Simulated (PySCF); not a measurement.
Molecule: C4H4N (charge 0, doublet). It need not be the lowest isomer of its formula. SMILES: C=[C]CC#N
Geometry from a B3LYP-D3(BJ)/def2-TZVP (Ansatz) optimisation:
```
C
C 1 1.3021
H 2 1.0845 1 122.09
H 2 1.0917 3 116.69 1 -180.00
C 1 1.4798 2 139.30 3 180.00
H 5 1.0939 1 110.46 2 -121.15
H 5 1.0939 6 106.61 1 120.05
C 5 1.4660 6 108.73 7 117.06
N 8 1.1497 6 151.63 5 -175.33
```
Charge 0, spin multiplicity 2.

Dispersion corrections to the total energy (kcal/mol) from the dftd3 and dftd4 libraries through PySCF: D3(BJ) without and D4 with the three-body term, each with the damping fitted for the functional named.

| functional | D3(BJ) | D4 |
|---|---|---|
| HSE06 | -2.57 | -2.86 |
| B3LYP | -6.92 | -5.90 |
| PBE0 | … | -3.10 |
| CAM-B3LYP | -3.06 | -3.11 |
| TPSS | … | -5.01 |
| B2GP-PLYP | … | -1.55 |
| r2SCAN | -1.13 | -0.94 |

Question: Complete the blanks.

Answer: 
- PBE0, D3(BJ): -3.46
- TPSS, D3(BJ): -5.07
- B2GP-PLYP, D3(BJ): -2.32
